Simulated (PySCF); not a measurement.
## C₆ coefficients of unlike pairs at PBE0

Calculated with PySCF 2.14 from the dipole response of each species, C₆(A,B) = (3/π) ∫ α_A(iu) α_B(iu) du, in atomic units, from isotropic polarisabilities. For ions this is the dispersion term alone; charge-induced terms of lower order in 1/R come first.

```json
{"species": "Cr", "configuration": "[Ar] 3d5 4s1 (7S)", "basis": "aug-cc-pVDZ-DK (7s6p4d2f)", "relativity": "spin-free X2C", "α (bohr³)": "75.26", "C₆ (like pair)": "624.9"}
{"species": "Pt+", "configuration": "[Xe] 4f14 5d9 (2D)", "basis": "aug-cc-pVTZ-PP with one added diffuse shell each of s, p, d, f, g type with ECP60MDF (7s7p6d4f3g)", "relativity": "core potential", "α (bohr³)": "16.17", "C₆ (like pair)": "121.4"}
{"species": "B+", "configuration": "[He] 2s2 (1S)", "basis": "aug-cc-pVTZ (5s4p3d2f)", "relativity": "none", "α (bohr³)": "10.79", "C₆ (like pair)": "29.50"}
{"species": "Nb(3+)", "configuration": "[Kr] 4d2 (3F)", "basis": "aug-cc-pwCVDZ-PP with ECP28MDF (6s6p5d3f)", "relativity": "core potential", "α (bohr³)": "5.887", "C₆ (like pair)": "25.20"}
```

Task: Estimate C₆ for Nb(3+) with Cr.

Result: The integral gives 93.20. The combination rule 2 C_A C_B / (C_A α_B/α_A + C_B α_A/α_B) gives 84.89 and the geometric mean 125.5.

No spin-orbit coupling is included.

The other pairs:

| pair | C₆ |
| --- | --- |
| B+, Pt+ | 56.22 |
| Pt+, Cr | 228.4 |
| Nb(3+), B+ | 23.75 |
| B+, Cr | 128.0 |
| Nb(3+), Pt+ | 54.57 |
